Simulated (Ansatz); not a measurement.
Born–Oppenheimer molecular dynamics of C3H9ClO3Si (17 atoms, charge 0, multiplicity 1). It starts from a relaxed structure.

Level of theory: RKS PBE/STO-3G in Ansatz 0.2.0.

```json
{
 "ensemble": "NVE (velocity Verlet)",
 "time step": "0.25 fs",
 "steps asked": "166",
 "starting velocities drawn for": "1000 K",
 "seed": "718726"
}
```

Frames 1.25 fs apart, positions in Å, forces in eV/Å.

Velocities at 0 fs (Å/ps):

```
Si 8.00 1.68 -5.58
Cl -6.53 -2.49 -6.34
O 8.43 -0.04 0.20
C -9.77 2.61 0.46
H -19.62 18.28 -44.78
H -19.04 18.92 50.91
H -4.18 15.25 4.37
O -3.02 0.98 7.05
C 0.52 -1.99 2.02
H 65.81 3.74 19.10
H 19.17 -1.69 -13.90
H 76.06 -27.18 1.41
O -5.65 3.88 -1.37
C -4.95 -5.32 21.72
H 18.38 -13.50 -18.85
H 28.60 -3.68 18.19
H 14.52 10.07 -19.60
```

```xyz
17
Properties=species:S:1:pos:R:3:forces:R:3 time_fs=0 energy_less_start_eV=0.000 T=1000
Si 0.014 -0.190 -0.413 0.00 -0.01 -0.01
Cl -0.028 0.036 1.738 0.00 0.00 0.00
O 1.566 0.009 -1.099 0.00 0.00 0.00
C 2.484 -1.061 -0.654 0.00 0.00 0.00
H 2.114 -2.087 -0.898 0.00 0.00 0.00
H 3.443 -0.900 -1.195 0.00 0.00 0.00
H 2.695 -1.020 0.443 0.00 0.00 0.00
O -0.815 1.112 -1.160 0.01 -0.01 0.01
C -2.152 1.350 -0.589 0.00 0.00 0.00
H -2.149 1.413 0.528 0.00 0.00 0.00
H -2.501 2.329 -0.989 0.00 0.00 0.00
H -2.900 0.574 -0.892 0.00 0.00 0.00
O -0.484 -1.793 -0.794 0.00 0.01 0.00
C -1.681 -2.241 -0.060 0.01 0.00 -0.01
H -1.635 -2.014 1.033 0.00 0.00 0.00
H -2.627 -1.803 -0.468 0.00 0.00 0.00
H -1.741 -3.346 -0.184 0.00 0.00 0.00
17
Properties=species:S:1:pos:R:3:forces:R:3 time_fs=1.25 energy_less_start_eV=0.212 T=891
Si 0.024 -0.188 -0.420 -0.33 0.03 0.00
Cl -0.036 0.033 1.730 0.03 0.03 0.08
O 1.577 0.009 -1.099 -0.42 0.52 -0.17
C 2.471 -1.058 -0.654 -0.57 -0.17 0.80
H 2.090 -2.065 -0.953 0.21 -0.12 0.30
H 3.423 -0.877 -1.134 1.16 0.08 -0.83
H 2.689 -1.001 0.448 -0.31 -0.36 -0.12
O -0.818 1.113 -1.151 0.79 -0.01 -0.38
C -2.151 1.347 -0.586 1.49 0.72 1.10
H -2.068 1.418 0.550 -0.59 -0.01 -0.74
H -2.478 2.326 -1.006 -0.31 -0.12 0.12
H -2.808 0.538 -0.890 -1.28 -0.64 -0.09
O -0.491 -1.788 -0.796 -0.02 -0.03 0.10
C -1.687 -2.247 -0.034 1.31 -0.12 -1.89
H -1.612 -2.030 1.014 0.02 0.26 1.77
H -2.594 -1.806 -0.446 -1.04 0.39 -0.23
H -1.723 -3.335 -0.208 -0.16 -0.44 0.17
17
Properties=species:S:1:pos:R:3:forces:R:3 time_fs=2.5 energy_less_start_eV=0.567 T=708
Si 0.034 -0.186 -0.426 -0.65 0.08 0.02
Cl -0.044 0.030 1.722 0.06 0.05 0.15
O 1.587 0.009 -1.099 -0.82 1.03 -0.33
C 2.459 -1.055 -0.652 -0.42 -0.34 1.02
H 2.069 -2.044 -1.004 0.41 -0.19 0.56
H 3.418 -0.852 -1.084 1.55 0.04 -1.17
H 2.679 -0.989 0.452 -0.55 -0.65 -0.11
O -0.821 1.114 -1.143 1.58 0.01 -0.77
C -2.149 1.346 -0.582 2.16 0.79 1.64
H -1.996 1.422 0.561 -1.13 -0.01 -1.09
H -2.459 2.322 -1.022 -0.57 -0.21 0.20
H -2.735 0.494 -0.890 -1.86 -0.67 0.02
O -0.498 -1.783 -0.798 -0.05 -0.06 0.20
C -1.691 -2.254 -0.009 2.06 -0.13 -2.95
H -1.589 -2.043 1.020 0.04 0.32 2.54
H -2.575 -1.805 -0.427 -1.57 0.57 -0.27
H -1.708 -3.329 -0.230 -0.27 -0.61 0.34
17
Properties=species:S:1:pos:R:3:forces:R:3 time_fs=3.75 energy_less_start_eV=0.748 T=615
Si 0.043 -0.184 -0.433 -0.95 0.12 0.06
Cl -0.053 0.027 1.714 0.10 0.07 0.22
O 1.596 0.011 -1.099 -1.17 1.48 -0.47
C 2.445 -1.052 -0.649 0.77 -0.33 0.59
H 2.054 -2.026 -1.047 0.57 -0.26 0.74
H 3.435 -0.826 -1.051 0.80 -0.22 -0.93
H 2.660 -0.985 0.454 -0.68 -0.83 0.03
O -0.823 1.115 -1.135 2.25 0.04 -1.13
C -2.143 1.345 -0.576 1.92 -0.12 1.35
H -1.941 1.427 0.557 -1.48 0.02 -0.90
H -2.449 2.315 -1.034 -0.74 -0.25 0.25
H -2.688 0.441 -0.889 -1.69 0.18 0.40
O -0.506 -1.778 -0.799 -0.12 -0.11 0.31
C -1.693 -2.261 0.012 2.10 0.30 -2.55
H -1.565 -2.051 1.062 -0.09 0.06 1.47
H -2.579 -1.795 -0.411 -1.23 0.33 0.05
H -1.696 -3.333 -0.246 -0.35 -0.47 0.51
17
Properties=species:S:1:pos:R:3:forces:R:3 time_fs=5 energy_less_start_eV=0.888 T=543
Si 0.052 -0.182 -0.440 -1.23 0.14 0.13
Cl -0.061 0.024 1.707 0.15 0.09 0.28
O 1.605 0.014 -1.099 -1.41 1.80 -0.58
C 2.433 -1.050 -0.645 2.26 -0.24 -0.04
H 2.048 -2.012 -1.078 0.63 -0.34 0.81
H 3.464 -0.805 -1.032 -0.38 -0.56 -0.45
H 2.632 -0.994 0.456 -0.67 -0.90 0.19
O -0.822 1.117 -1.129 2.67 0.08 -1.42
C -2.136 1.345 -0.568 1.27 -1.28 0.48
H -1.907 1.431 0.540 -1.59 0.09 -0.22
H -2.450 2.304 -1.043 -0.80 -0.26 0.29
H -2.666 0.390 -0.882 -1.27 1.25 0.79
O -0.513 -1.774 -0.800 -0.22 -0.17 0.43
C -1.692 -2.268 0.029 1.68 0.89 -1.56
H -1.543 -2.058 1.125 -0.32 -0.29 -0.33
H -2.601 -1.780 -0.395 -0.37 -0.16 0.53
H -1.690 -3.344 -0.255 -0.39 -0.14 0.66
17
Properties=species:S:1:pos:R:3:forces:R:3 time_fs=6.25 energy_less_start_eV=1.038 T=465
Si 0.060 -0.179 -0.447 -1.49 0.11 0.26
Cl -0.069 0.021 1.699 0.20 0.11 0.33
O 1.611 0.018 -1.101 -1.52 1.95 -0.64
C 2.423 -1.048 -0.642 3.26 -0.22 -0.45
H 2.050 -2.003 -1.098 0.60 -0.40 0.77
H 3.488 -0.791 -1.020 -1.21 -0.78 -0.04
H 2.593 -1.017 0.462 -0.57 -0.84 0.28
O -0.819 1.118 -1.123 2.79 0.14 -1.59
C -2.126 1.342 -0.560 0.57 -2.01 -0.58
H -1.897 1.437 0.520 -1.45 0.18 0.74
H -2.462 2.289 -1.047 -0.74 -0.28 0.32
H -2.664 0.358 -0.863 -0.90 1.89 0.96
O -0.520 -1.769 -0.801 -0.33 -0.25 0.53
C -1.689 -2.273 0.045 1.18 1.27 -0.86
H -1.525 -2.070 1.183 -0.47 -0.47 -1.64
H -2.629 -1.768 -0.371 0.45 -0.60 0.88
H -1.689 -3.356 -0.254 -0.38 0.21 0.74
17
Properties=species:S:1:pos:R:3:forces:R:3 time_fs=7.5 energy_less_start_eV=1.004 T=483
Si 0.068 -0.177 -0.454 -1.72 0.02 0.42
Cl -0.077 0.018 1.692 0.26 0.12 0.35
O 1.617 0.025 -1.103 -1.47 1.92 -0.65
C 2.418 -1.046 -0.639 3.51 -0.35 -0.49
H 2.062 -2.000 -1.106 0.49 -0.43 0.64
H 3.494 -0.789 -1.008 -1.41 -0.80 0.20
H 2.546 -1.051 0.471 -0.41 -0.69 0.19
O -0.813 1.119 -1.120 2.61 0.22 -1.62
C -2.116 1.337 -0.552 0.00 -2.08 -1.29
H -1.909 1.446 0.511 -1.18 0.27 1.44
H -2.486 2.269 -1.047 -0.57 -0.31 0.33
H -2.675 0.353 -0.831 -0.64 1.91 0.89
O -0.528 -1.765 -0.801 -0.41 -0.32 0.59
C -1.685 -2.277 0.060 0.81 1.35 -0.56
H -1.515 -2.088 1.218 -0.46 -0.47 -2.14
H -2.650 -1.765 -0.334 0.91 -0.80 0.96
H -1.694 -3.366 -0.242 -0.33 0.43 0.73
17
Properties=species:S:1:pos:R:3:forces:R:3 time_fs=8.75 energy_less_start_eV=0.710 T=635
Si 0.074 -0.175 -0.461 -1.89 -0.13 0.61
Cl -0.085 0.015 1.684 0.32 0.13 0.37
O 1.621 0.033 -1.105 -1.28 1.71 -0.61
C 2.416 -1.045 -0.636 2.94 -0.65 -0.12
H 2.081 -2.003 -1.105 0.32 -0.39 0.44
H 3.480 -0.798 -0.994 -0.93 -0.61 0.25
H 2.493 -1.096 0.482 -0.21 -0.43 -0.09
O -0.805 1.121 -1.117 2.15 0.32 -1.51
C -2.106 1.330 -0.546 -0.28 -1.45 -1.05
H -1.938 1.459 0.523 -0.90 0.27 1.31
H -2.517 2.246 -1.041 -0.31 -0.29 0.30
H -2.695 0.376 -0.785 -0.53 1.30 0.60
O -0.536 -1.761 -0.801 -0.43 -0.37 0.58
C -1.679 -2.279 0.074 0.63 1.19 -0.63
H -1.511 -2.114 1.222 -0.30 -0.32 -1.82
H -2.658 -1.773 -0.283 0.93 -0.72 0.77
H -1.704 -3.369 -0.220 -0.24 0.44 0.59
17
Properties=species:S:1:pos:R:3:forces:R:3 time_fs=10 energy_less_start_eV=0.403 T=792
Si 0.080 -0.172 -0.467 -1.99 -0.34 0.81
Cl -0.092 0.012 1.677 0.38 0.13 0.38
O 1.624 0.043 -1.108 -0.97 1.33 -0.53
C 2.419 -1.045 -0.634 1.55 -1.12 0.49
H 2.105 -2.011 -1.097 0.14 -0.27 0.21
H 3.453 -0.817 -0.976 0.20 -0.25 0.11
H 2.437 -1.148 0.493 0.03 -0.10 -0.43
O -0.794 1.123 -1.117 1.48 0.42 -1.31
C -2.096 1.321 -0.541 -0.33 -0.28 0.09
H -1.981 1.476 0.553 -0.57 0.17 0.36
H -2.554 2.218 -1.032 0.01 -0.19 0.21
H -2.724 0.418 -0.731 -0.59 0.21 0.18
O -0.545 -1.757 -0.800 -0.42 -0.39 0.52
C -1.673 -2.280 0.087 0.68 0.84 -1.15
H -1.511 -2.143 1.199 0.03 -0.04 -0.67
H -2.653 -1.792 -0.220 0.49 -0.36 0.38
H -1.718 -3.366 -0.188 -0.12 0.24 0.35
17
Properties=species:S:1:pos:R:3:forces:R:3 time_fs=11.25 energy_less_start_eV=0.404 T=792
Si 0.084 -0.170 -0.472 -2.04 -0.59 1.02
Cl -0.100 0.009 1.670 0.43 0.12 0.39
O 1.626 0.054 -1.111 -0.56 0.83 -0.41
C 2.423 -1.046 -0.631 -0.20 -1.60 1.05
H 2.131 -2.024 -1.086 -0.04 -0.09 -0.05
H 3.429 -0.839 -0.957 1.54 0.18 -0.10
H 2.381 -1.200 0.497 0.30 0.27 -0.66
O -0.783 1.125 -1.117 0.71 0.53 -1.07
C -2.087 1.312 -0.536 -0.50 0.86 1.33
H -2.032 1.495 0.588 -0.10 0.03 -0.72
H -2.590 2.187 -1.019 0.34 -0.01 0.06
H -2.762 0.463 -0.674 -0.62 -0.87 -0.21
O -0.554 -1.754 -0.798 -0.38 -0.40 0.42
C -1.666 -2.280 0.099 0.91 0.39 -2.06
H -1.511 -2.174 1.168 0.49 0.27 1.08
H -2.640 -1.815 -0.152 -0.28 0.17 -0.09
H -1.733 -3.360 -0.152 0.00 -0.08 0.03
17
Properties=species:S:1:pos:R:3:forces:R:3 time_fs=12.5 energy_less_start_eV=0.632 T=675
Si 0.088 -0.169 -0.478 -2.02 -0.83 1.20
Cl -0.107 0.006 1.663 0.47 0.12 0.40
O 1.627 0.065 -1.115 -0.12 0.26 -0.27
C 2.427 -1.049 -0.627 -1.19 -1.82 1.08
H 2.156 -2.038 -1.076 -0.19 0.09 -0.30
H 3.428 -0.859 -0.938 2.07 0.42 -0.08
H 2.330 -1.249 0.491 0.54 0.59 -0.61
O -0.770 1.128 -1.118 -0.05 0.63 -0.82
C -2.078 1.303 -0.530 -1.15 1.31 2.03
H -2.084 1.515 0.613 0.45 -0.07 -1.37
H -2.621 2.156 -1.006 0.62 0.23 -0.13
H -2.808 0.495 -0.620 -0.22 -1.33 -0.46
O -0.563 -1.751 -0.797 -0.33 -0.39 0.28
C -1.658 -2.279 0.108 1.08 0.06 -2.53
H -1.503 -2.200 1.152 0.88 0.48 2.32
H -2.632 -1.837 -0.086 -0.95 0.64 -0.47
H -1.749 -3.355 -0.115 0.11 -0.38 -0.29
17
Properties=species:S:1:pos:R:3:forces:R:3 time_fs=13.75 energy_less_start_eV=0.788 T=594
Si 0.090 -0.167 -0.482 -1.95 -1.02 1.32
Cl -0.114 0.004 1.657 0.51 0.13 0.43
O 1.629 0.077 -1.119 0.30 -0.33 -0.10
C 2.430 -1.054 -0.621 -0.76 -1.60 0.42
H 2.178 -2.051 -1.070 -0.29 0.25 -0.53
H 3.455 -0.872 -0.921 1.22 0.38 0.28
H 2.287 -1.289 0.477 0.68 0.79 -0.25
O -0.758 1.132 -1.121 -0.72 0.71 -0.58
C -2.071 1.296 -0.521 -2.21 1.04 2.06
H -2.130 1.534 0.618 0.96 -0.09 -1.39
H -2.643 2.128 -0.994 0.80 0.43 -0.33
H -2.857 0.509 -0.572 0.63 -1.13 -0.61
O -0.573 -1.748 -0.795 -0.27 -0.36 0.13
C -1.648 -2.278 0.114 0.87 -0.02 -1.54
H -1.483 -2.220 1.169 0.95 0.51 1.83
H -2.637 -1.849 -0.026 -0.93 0.78 -0.62
H -1.762 -3.355 -0.082 0.22 -0.47 -0.54
```

Of the whole run (42 fs, mean temperature of the second half 468 K): The conserved energy stayed within 0.12 meV per atom of its start (net change 0.043 meV per atom), so the integration is sound. A run of 0.042 ps of so small a system gives no equilibrium averages. Limits of this set-up: minimal basis.

The run took 7.9 min on 1 thread of Intel(R) Xeon(R) 6975P-C (Granite Rapids) (shared host), peak memory 0.14 GiB.
